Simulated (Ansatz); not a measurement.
One change: `BP[SiH](C)F` becomes `C[SiH](F)P`.

Ansatz, PBE0-D4/def2-TZVP geometries, multiplicity 1. Each molecule was computed in one conformer, which needn't be the lowest.

```json
{"property": "zero-point energy (PBE0-D4/def2-TZVP) / kJ/mol", "`BP[SiH](C)F`": "209.0"}
{"property": "LUMO energy (PBE0/def2-TZVPP) / eV", "`BP[SiH](C)F`": "-1.80"}
{"property": "size of the dipole moment (B3LYP/def2-TZVPP) / D", "`BP[SiH](C)F`": "1.85"}
{"property": "LUMO energy (ωB97M-V/def2-TZVPP) / eV", "`BP[SiH](C)F`": "0.11"}
{"property": "LUMO energy (PBE/def2-TZVPP) / eV", "`BP[SiH](C)F`": "-2.70"}
{"property": "LUMO energy (B3LYP/def2-TZVPP) / eV", "`BP[SiH](C)F`": "-1.98"}
```

(1) Give the same properties after the change, and the shifts. (Best estimate.)

Results:

(1) The calculation gave: 
```json
{"property": "zero-point energy (PBE0-D4/def2-TZVP) / kJ/mol", "`C[SiH](F)P`": "173.7", "shift": "-35.3"}
{"property": "LUMO energy (PBE0/def2-TZVPP) / eV", "`C[SiH](F)P`": "0.16", "shift": "1.96"}
{"property": "size of the dipole moment (B3LYP/def2-TZVPP) / D", "`C[SiH](F)P`": "2.11", "shift": "0.26"}
{"property": "LUMO energy (ωB97M-V/def2-TZVPP) / eV", "`C[SiH](F)P`": "2.00", "shift": "1.89"}
{"property": "LUMO energy (PBE/def2-TZVPP) / eV", "`C[SiH](F)P`": "-0.74", "shift": "1.96"}
{"property": "LUMO energy (B3LYP/def2-TZVPP) / eV", "`C[SiH](F)P`": "-0.06", "shift": "1.92"}
```

With PBE0 the HOMO falls by 0.07 eV and the LUMO rises by 1.96 eV, so the gap widens by about 2.03 eV. PBE moves the HOMO by 0.05 eV and ωB97M-V by -0.11 eV. The zero-point energy changes by -35.3 kJ/mol with -6 modes. Dipoles are sizes alone; their direction can turn.

B3LYP here is the variant with VWN-RPA as its local correlation; programs differ in this.
